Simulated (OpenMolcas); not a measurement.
**P+: Slater's ratio, thermal populations, the spin-orbit constant, worked from levels**

```yaml
Program: OpenMolcas
Basis: ANO-RCC-VQZP [6s5p3d2f1g]
Scalar_Hamiltonian: DKH2, point nucleus
Active_space: 2 electrons in 3 orbitals (3p)
State_averaging: 2S+1 = 3 even, 3 roots; 2S+1 = 1 even, 6 roots
Spin-orbit_coupling: state interaction with AMFI integrals over the reference wave functions, term energies averaged over their components
```

Methods: CASSCF; SS-CASPT2, IPEA 0.25 Eh, imaginary shift 0.1 Eh (closed shells correlated: 2s 2p 3s). Measured levels: NIST Handbook of Basic Atomic Spectroscopic Data.

**Slater's ratio.** With one set of orbitals, p2 has ¹D - ³P = 6 F2 and ¹S - ¹D = 9 F2 (F2 = F²/25), a ratio of 3/2. Term energies are centres of gravity, weighted by 2J + 1.

```tsv
Source	¹D - ³P	¹S - ³P	F2 from the first	Ratio
CASSCF	11330	28049	1888	1.476
SS-CASPT2	8263	20949	1377	1.535
measured	8567	21260	1428	1.482
```

Energies in cm-1. A ratio away from 3/2 shows effects beyond one configuration with one set of orbitals, and in heavier atoms second-order spin-orbit shifts.

**Thermal populations.** Z = Σ (2J + 1) exp(-E/kT) with k = 0.695035 cm-1/K, over the levels below. No other level of either list lies under 45600 cm-1, which is above 7 kT at each temperature.

```
      Level  2J + 1  SS-CASPT2  measured
3s² 3p² ³P₀       1        0.0       0.0
3s² 3p² ³P₁       3        146       165
3s² 3p² ³P₂       5        419       469
3s² 3p² ¹D₂       5       8540      8882
3s² 3p² ¹S₀       1      21230     21576
```

```json
{"T (K)": "3000", "Z, SS-CASPT2": "7.970", "Z, measured levels": "7.835", "Ground level (%), SS-CASPT2": "12.5", "Ground level (%), measured levels": "12.8"}
{"T (K)": "5000", "Z, SS-CASPT2": "8.739", "Z, measured levels": "8.620", "Ground level (%), SS-CASPT2": "11.4", "Ground level (%), measured levels": "11.6"}
{"T (K)": "8000", "Z, SS-CASPT2": "9.658", "Z, measured levels": "9.541", "Ground level (%), SS-CASPT2": "10.4", "Ground level (%), measured levels": "10.5"}
```

At 8000 K, kT = 5560 cm-1, and the computed levels give Z = 1.000 + 2.922 + 4.637 + 1.076 + 0.022 = 9.658.

**The spin-orbit constant.** For the Hund term ³P of p2, E(J) = (A/2) J(J+1) + constant and ζ = 2S·A = 2A. From J = 0 to J = 2 the energy changes by 3 A.

```json
{"Source": "CASSCF", "E(2) - E(0)": "418.8", "A": "139.6", "ζ": "279"}
{"Source": "SS-CASPT2", "E(2) - E(0)": "419.3", "A": "139.8", "ζ": "280"}
{"Source": "measured", "E(2) - E(0)": "469.1", "A": "156.4", "ζ": "313"}
```

All in cm-1. SS-CASPT2 is off by -10.6 % and CASSCF by -10.7 %. Both methods take the spin-orbit matrix elements from the reference wave functions, so the second can move ζ only through the term energies and any multistate remixing. Second-order mixing with other terms is absorbed into this ζ.

Term energies are means over components that CASPT2 splits; among the terms shown or strongly mixed into the levels shown the widest spread is 91 cm-1 (3s² 3p² ¹D, SS-CASPT2). With the s shell closed, the reference lacks s² → p² mixing. Without dynamic correlation excited terms often stand tens of per cent too high (terms of higher spin than the ground term too low), and those without a measured partner can miss by more than the paired ones (holds for CASSCF). Computed and measured levels are paired by configuration, term and J; levels that our copy of the source lacks, or whose pairing is in doubt (as where it misses far off the trend of its configuration), stay unpaired and out of the deviations. Only configurations of the active space appear.
